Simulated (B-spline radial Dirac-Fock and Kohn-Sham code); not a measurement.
# Mo 2p1/2: cross section and angular parameters

System: the Mo atom, configuration [Kr] 4d5 5s1; threshold 2625.0 eV (tabulated edge). Model: Dirac-Hartree-Slater photoionisation with a Latter tail; cross sections with all multipoles, angular parameters from the dipole term and its interference with E2. Program: an atomic code on a B-spline grid.

For linearly polarised light dσ/dΩ = σ/(4π) [1 + β P₂(cos θ) + (δ + γ cos²θ) sin θ cos φ], with θ from the polarisation vector and φ the angle between the beam and the projection of the electron momentum on the plane normal to the polarisation.

| hν (eV) | σ (kb) | β | γ | δ |
| --- | --- | --- | --- | --- |
| 2984.4 | 77.6 | 1.258 | -0.206 | 0.007 |
| 3050 | 73.4 | 1.291 | -0.176 | 0.009 |
| 4000 | 35.6 | 1.436 | 0.246 | 0.031 |
| 5640 | 13.6 | 1.410 | 0.740 | 0.053 |
| 6540 | 8.84 | 1.374 | 0.935 | 0.065 |
| 6840 | 7.74 | 1.361 | 0.993 | 0.069 |
| 8047.8 | 4.77 | 1.309 | 1.193 | 0.085 |
| 8180 | 4.54 | 1.303 | 1.212 | 0.086 |
| 11100 | ? | ? | ? | ? |
| 11900 | 1.43 | 1.156 | 1.636 | 0.138 |
| 12300 | 1.29 | 1.142 | 1.670 | 0.143 |

Q: Give the values at 11100 eV.

A: σ = 1.78 kb, β = 1.185, γ = 1.562, δ = 0.126.

Values without a named source are computed, but for edge energies of neutral atoms, which are taken from tables.
